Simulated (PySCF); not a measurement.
Molfile (atoms numbered from 1):
```
C2H11NOSi2
     RDKit          3D

 17 16  0  0  0  0  0  0  0  0999 V2000
   -2.4072   -0.0496    1.7047 C   0  0  0  0  0  0  0  0  0  0  0  0
   -1.3122    0.2653    0.9011 O   0  0  0  0  0  0  0  0  0  0  0  0
   -1.4642   -0.1255   -0.4382 C   0  0  0  0  0  0  0  0  0  0  0  0
    0.1266    0.3818   -1.3528 Si  0  0  0  0  0  4  0  0  0  0  0  0
    1.9253   -0.1896    0.0356 Si  0  0  0  0  0  4  0  0  0  0  0  0
    3.4065   -0.0073   -0.8639 N   0  0  0  0  0  0  0  0  0  0  0  0
   -3.3304    0.4563    1.3587 H   0  0  0  0  0  0  0  0  0  0  0  0
   -2.6032   -1.1401    1.7246 H   0  0  0  0  0  0  0  0  0  0  0  0
   -2.1850    0.2867    2.7273 H   0  0  0  0  0  0  0  0  0  0  0  0
   -2.3616    0.3375   -0.8997 H   0  0  0  0  0  0  0  0  0  0  0  0
   -1.6004   -1.2249   -0.5251 H   0  0  0  0  0  0  0  0  0  0  0  0
    0.1818   -0.3415   -2.6639 H   0  0  0  0  0  0  0  0  0  0  0  0
    0.1138    1.8510   -1.6465 H   0  0  0  0  0  0  0  0  0  0  0  0
    1.8284    0.6096    1.3042 H   0  0  0  0  0  0  0  0  0  0  0  0
    1.8106   -1.6305    0.4253 H   0  0  0  0  0  0  0  0  0  0  0  0
    3.5733    0.8717   -1.3421 H   0  0  0  0  0  0  0  0  0  0  0  0
    4.2698   -0.3377   -0.4441 H   0  0  0  0  0  0  0  0  0  0  0  0
  1  2  1  0
  2  3  1  0
  3  4  1  0
  4  5  1  0
  5  6  1  0
  1  7  1  0
  1  8  1  0
  1  9  1  0
  3 10  1  0
  3 11  1  0
  4 12  1  0
  4 13  1  0
  5 14  1  0
  5 15  1  0
  6 16  1  0
  6 17  1  0
M  END
```

Geometry: PBE0-D3(BJ)/def2-SVP; GIAO shifts from PySCF, gas phase, non-relativistic, averaged over equivalent atoms.

At PBE0/pcSseg-1 (171 basis functions, 38 s wall time on 1 thread of an Arm Neoverse N1, shared host):
```csv
atoms,δ (ppm)
C1,63.5
C3,60.3
O2,9.9
Si5,-46.9
Si4,-69.5
N6,-2.3
H14/H15,4.91
H12/H13,3.87
H7/H8/H9,3.19
H10/H11,3.16
H16/H17,-0.35
```

Chemical shifts δ = σref − σ; TMS for ¹³C (σref 184.41), ²⁹Si (σref 351.99), ¹H (σref 31.27); ¹⁷O (σref 334.56) against H2O; ¹⁵N (σref 265.67) against NH3, all at this level.

Question: Predict the values at PBE/pcSseg-1 on the same geometry.

Answer: 
```csv
atoms,δ at PBE/pcSseg-1,change
C1,65.8,+2.3
C3,64.0,+3.7
O2,26.9,+17.0
Si5,-48.4,-1.5
Si4,-73.4,-3.9
N6,1.1,+3.4
H14/H15,5.15,+0.24
H12/H13,3.96,+0.09
H7/H8/H9,3.28,+0.09
H10/H11,3.36,+0.20
H16/H17,-0.47,-0.12
```

References, each an isolated molecule treated in the same way: ¹³C (σ = 180.03 ppm) and ²⁹Si (σ = 334.61 ppm) and ¹H (σ = 31.20 ppm) vs TMS; H2O for ¹⁷O (σ = 334.63 ppm); ¹⁵N (σ = 265.06 ppm) vs NH3.

The largest change is at O2 (ether oxygen). Cost: 171 basis functions, 46 s wall time on 1 thread of an Arm Neoverse N1, shared host.

Experimental scales use liquid or dissolved standards, which lie at an offset from isolated NH3 (liquid NH3: subtract about 20 ppm) and H2O (liquid H2O: subtract about 36 ppm).
